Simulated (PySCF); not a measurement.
## A small calculation by hand: chemical shift, span and skew from a shielding tensor

H9NSi4, SMILES [SiH2]1[SiH2][SiH2]N[SiH2]1. Atoms are numbered in the order given.

```xyz
14

N      1.6386    -0.3799     0.0572
Si     1.2808     1.3348     0.1653
Si    -1.0755     1.4567     0.0544
Si    -1.6005    -0.8372    -0.1380
Si     0.5722    -1.7635    -0.1103
H      2.6320    -0.6104     0.0944
H      1.9270     2.0979    -0.9484
H      1.8059     1.9199     1.4390
H     -1.5314     2.2402    -1.1319
H     -1.6553     2.0665     1.2878
H     -2.3169    -1.1478    -1.4106
H     -2.4217    -1.3245     1.0098
H      0.8627    -2.5282    -1.3638
H      0.7500    -2.7255     1.0224
```
Charge 0, spin multiplicity 1.

The structure is a stationary point at B3LYP-D3(BJ)/def2-SVP. A frequency run showed that this geometry is not a minimum. The structure was generated by enumeration, and PubChem lists no compound with its InChIKey, so it may never have been made.

GIAO shieldings from PBE0/pcSseg-1 (PySCF), non-relativistic, no solvent. The symmetric part of the tensor of Si3 has the principal values 464.3, 472.2, 480.1 ppm. The same nucleus in TMS has σ = 352.7 ppm at this level (PySCF, at its B3LYP-D3(BJ)/def2-TZVP geometry).

**Question.** Work out the isotropic shielding, the ²⁹Si shift against TMS, the span and the skew.

**Answer.** 
σ(iso) = (σ11 + σ22 + σ33)/3 = 472.2 ppm. δ = σ(ref) − σ(iso) = 352.7 − (472.2) = -119.5 ppm.
Span Ω = σ33 − σ11 = 15.8 ppm. Skew κ = 3(σ(iso) − σ22)/Ω = 0.00. Tumbling in solution averages the tensor to δ; in a static solid the shielding alone would spread this spin-1/2 line over Ω.
